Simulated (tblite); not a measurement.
Input of a run (GFN2-xTB geometry optimisation, gas phase (tblite 0.8.0)), started from a force field or distance geometry:
```
{"job": {"kind": "relax", "xc": "GFN2-xTB", "basis": "xTB"}, "charge": 1, "multiplicity": 2}
O      2.719800     0.335700    -0.304600
Si     1.714600     0.490100     1.005900
O      0.436800    -0.561800     0.849900
C     -0.512600    -0.305000    -0.151500
Si    -2.163000     0.364300     0.274200
C     -0.334700    -1.005500    -1.383300
F      0.861300    -1.558700    -1.677400
H      2.467100    -0.383000    -0.894100
H      2.486800     0.140900     2.238300
H      1.226400     1.880300     1.111200
H     -2.064300     1.345000     1.375600
H     -2.736800     1.046200    -0.920500
H     -3.094400    -0.722800     0.672200
H     -1.007800    -1.066200    -2.218100
```

Output (eV, eV/Å):
```
step      E/eV     max force
  0    -645.71219    4.603
  1    -646.13974    1.632
  2    -646.28964    1.135
  3    -646.41250    0.830
  4    -646.48069    0.739
  5    -646.53162    0.658
  6    -646.56877    0.593
  7    -646.60637    0.535
  8    -646.63392    0.630
  9    -646.66016    0.574
 10    -646.68416    0.429
 11    -646.70450    0.382
 12    -646.72074    0.312
 13    -646.73491    0.402
 14    -646.74899    0.390
 15    -646.76568    0.383
 16    -646.78162    0.331
 17    -646.79535    0.303
 18    -646.80575    0.348
 19    -646.81558    0.290
 20    -646.82430    0.293
 21    -646.83245    0.289
 22    -646.84068    0.254
 23    -646.84915    0.226
 24    -646.85404    0.196
 25    -646.85903    0.179
 26    -646.86349    0.243
 27    -646.87060    0.336
 28    -646.87863    0.284
 29    -646.88549    0.190
 30    -646.89022    0.249
 31    -646.89569    0.249
 32    -646.90160    0.312
 33    -646.90923    0.274
 34    -646.91380    0.192
 35    -646.91651    0.190
 36    -646.91867    0.164
 37    -646.92114    0.140
 38    -646.92450    0.168
 39    -646.92684    0.184
 40    -646.92912    0.125
 41    -646.93000    0.064
 42    -646.93064    0.075
 43    -646.93147    0.095
 44    -646.93272    0.118
 45    -646.93427    0.220
 46    -646.93575    0.104
 47    -646.93709    0.247
 48    -646.93845    0.147
 49    -646.93957    0.103
 50    -646.94104    0.088
 51    -646.94264    0.088
 52    -646.94435    0.105
 53    -646.94658    0.124
 54    -646.94604    0.463
 55    -646.95014    0.210
 56    -646.95204    0.108
 57    -646.95385    0.129
 58    -646.95579    0.201
 59    -646.95754    0.163
 60    -646.95990    0.133
 61    -646.96178    0.077
 62    -646.96277    0.138
 63    -646.96380    0.137
 64    -646.96474    0.107
 65    -646.96706    0.071
 66    -646.96802    0.077
 67    -646.96982    0.082
 68    -646.97048    0.065
 69    -646.97096    0.060
 70    -646.97143    0.056
 71    -646.97196    0.068
 72    -646.97233    0.067
 73    -646.97276    0.062
 74    -646.97331    0.046
 75    -646.97380    0.035
 76    -646.97407    0.041
 77    -646.97416    0.035
 78    -646.97423    0.061
 79    -646.97435    0.039
 80    -646.97457    0.036
 81    -646.97472    0.036
 82    -646.97480    0.028
 83    -646.97490    0.021
 84    -646.97505    0.033
 85    -646.97527    0.045
 86    -646.97548    0.055
 87    -646.97565    0.054
 88    -646.97581    0.047
 89    -646.97602    0.033
 90    -646.97629    0.036
 91    -646.97648    0.029
 92    -646.97655    0.027
 93    -646.97660    0.025
 94    -646.97668    0.022
 95    -646.97683    0.036
 96    -646.97709    0.048
 97    -646.97736    0.044
 98    -646.97753    0.026
 99    -646.97759    0.026
100    -646.97765    0.027
101    -646.97776    0.028
102    -646.97795    0.036
103    -646.97816    0.030
104    -646.97826    0.015
105    -646.97829    0.015
106    -646.97832    0.014
107    -646.97837    0.017
108    -646.97850    0.030
109    -646.97877    0.045
110    -646.97921    0.053
111    -646.97966    0.044
112    -646.97992    0.025
113    -646.98000    0.029
114    -646.98004    0.027
115    -646.98010    0.031
116    -646.98019    0.026
117    -646.98032    0.023
118    -646.98045    0.024
119    -646.98055    0.021
120    -646.98065    0.025
121    -646.98071    0.015
122    -646.98074    0.015
123    -646.98078    0.015
124    -646.98084    0.016
125    -646.98094    0.019
126    -646.98103    0.020
127    -646.98108    0.011
128    -646.98109    0.009
```

Q: Summarise the run.

A: The energy falls by 122.4 kJ/mol over 128 L-BFGS steps, the largest force on an atom goes from 4.60 to 0.009 eV/Å, and the atoms move by 0.581 Å rms after alignment. The bond that changes most is C4–Si5 (ends: carbon bonded to C, O and Si; silicon bonded to C and 3 H), which lengthens by 0.134 Å. Bonds longer at the end by more than 0.005 Å: 3 of 13; shorter: 10. Among the angles that change most is Si2–O3–C4, from 118.1° to 139.3°. Among the dihedrals that turn most is H8–O1–Si2–H9, from 113° to -68°. The energy rose by more than 1e-5 eV at step 54. The first step brought 34 % of the lowering.

Q: What are the final bond lengths?

A: O1–Si2 1.599 Å, Si2–O3 1.667 Å, O3–C4 1.293 Å, C4–Si5 1.965 Å, C4–C6 1.357 Å, C6–F7 1.322 Å, O1–H8 0.955 Å, Si2–H9 1.459 Å, Si2–H10 1.455 Å, Si5–H11 1.458 Å, Si5–H12 1.466 Å, Si5–H13 1.458 Å, C6–H14 1.079 Å. Numbering counts from 1 in the input's order; the species is `O[SiH2]O[C+]([SiH3])[CH]F` [radical].

GFN2-xTB frequencies show an imaginary mode (36i cm⁻¹), so the point is no minimum at that level. 3 starts were optimised and ended at 0.00, 0.79 and 4.09 kcal/mol (GFN2-xTB); the lowest of these is shown.

One conformer stands for the species.

All values are computed, not measured.
